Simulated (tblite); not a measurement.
`C[Si@@H]1[SiH2][SiH2][SiH2][Si@@H]1CF`. The geometry is computed with GFN2-xTB (gas phase).

```
atom  x, y, z in Å
C1    -0.6812   -2.1439    1.7771
Si2   -0.3498   -0.2848    1.5133
Si3   -2.0838    0.7579    0.3185
Si4   -1.1077    2.0963   -1.3313
Si5    1.2160    1.9295   -1.1199
Si6    1.6072    0.0719    0.2515
C7     1.6490   -1.4183   -0.9743
F8     0.4291   -1.4493   -1.6395
H9    -0.8072   -2.6462    0.8222
H10   -1.5869   -2.3096    2.3542
H11    0.1367   -2.6309    2.3018
H12   -0.1802    0.2891    2.8641
H13   -2.9397    1.5571    1.2087
H14   -3.0163   -0.2243   -0.2486
H15   -1.5488    3.4943   -1.2108
H16   -1.5485    1.7198   -2.6796
H17    1.9271    1.8556   -2.4030
H18    1.7821    3.1250   -0.4769
H19    2.9227   -0.0463    0.9078
H20    2.4155   -1.3359   -1.7472
H21    1.7559   -2.3901   -0.4886
```

**Question.** Which two atoms are farthest apart?

**Answer.** H11···H15, 7.26 Å; the next longest distance is 7.23 Å.

**Question.** Where is the centre of mass (commonest isotopes), and what is the radius of gyration?

**Answer.** Mass 195.985 u; centre at (-0.005, 0.296, -0.156) Å; Rg = √(Σ m r²/M) = 2.326 Å. As Ia + Ib + Ic = 2 Σ m r², the three principal moments sum to 2120.1 u·Å².

**Question.** Give the dihedral angles C1–Si2–Si6–H19, Si3–Si2–Si6–C7, H19–Si6–C7–H20, H14–Si3–Si4–H16, Si2–Si3–Si4–Si5.

**Answer.** C1–Si2–Si6–H19 -78° (synclinal); Si3–Si2–Si6–C7 -88° (synclinal); H19–Si6–C7–H20 -64° (synclinal); H14–Si3–Si4–H16 -2° (synperiplanar); Si2–Si3–Si4–Si5 -2° (synperiplanar). Dihedral signs follow IUPAC: positive where, seen along the central bond, the front bond turns clockwise onto the rear one.

**Question.** How far are the heavy atoms from their best plane (unweighted least squares)?

**Answer.** 0.837 Å rms; C1 0.01, Si2 0.83, Si3 0.51, Si4 0.54, Si5 0.82, Si6 1.18, C7 0.32, F8 1.48 Å (magnitudes).

**Question.** What is the repulsion energy of the bare nuclei, Σ ZA·ZB/RAB?

**Answer.** 830.33 Eh over 210 pairs, with full nuclear charges and distances in bohr; the largest single term is 44.36 Eh (Si3 with Si4).

**Question.** How far apart are these pairs, which share no bond: C1···F8, C1···H19, Si6···H10, F8···H17, H11···H19?

**Answer.** C1···F8 3.659 Å (4 bonds apart); C1···H19 4.260 Å (3 bonds apart); Si6···H10 4.505 Å (3 bonds apart); F8···H17 3.708 Å (4 bonds apart); H11···H19 4.048 Å (4 bonds apart).

**Question.** Write the matrix of distances between heavy atoms (Å, lower triangle).

**Answer.** 
```
C1    0.000
Si2   1.907  0.000
Si3   3.538  2.350  0.000
Si4   5.275  3.786  2.338  0.000
Si5   5.346  3.780  3.786  2.339  0.000
Si6   3.532  2.356  3.755  3.738  2.342  0.000
C7    3.678  3.386  4.510  4.481  3.379  1.930  0.000
F8    3.659  3.450  3.876  3.877  3.508  2.698  1.390  0.000
```

Its GFN2-xTB frequencies are all real (lowest 24 cm⁻¹). The numbers are those of one conformer. 3 starts were optimised and ended at 0.00, 1.94 and 1.97 kcal/mol (GFN2-xTB); the lowest of these is shown.
